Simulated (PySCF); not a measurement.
Si(Br)2 cation (Br₂Si), SMILES Br[Si]Br (connectivity only; charge and spin as stated), charge +1, multiplicity 2. The structure is a stationary point at B3LYP-D3(BJ)/def2-TZVP. The spin state was assumed, not searched. The isomer is the one that the SMILES or the coordinates give; other isomers of the formula were not compared.

All values below come from B3LYP-D3(BJ)/def2-TZVP run with PySCF.

Harmonic wavenumbers (cm⁻¹): 118, 380, 545. Rotational constants (GHz): 20.08, 0.8906, 0.8527; symmetry number 2.

Q: Work out the zero-point energy and the ideal-gas rigid-rotor harmonic-oscillator thermochemistry at 298.15 K and 1 atm.

A: ZPE = ½ Σ hcν = ½ × 1043 cm⁻¹ = 1.49 kcal/mol. H − E(el) = 4.63 kcal/mol. Entropy in cal/(mol K): translation 41.60, rotation 26.07, vibration 4.72, spin 1.38, total 73.77. G − E(el) = -17.37 kcal/mol. Cp = 12.55 cal/(mol K). Modes under 150 cm⁻¹ make the vibrational entropy uncertain.
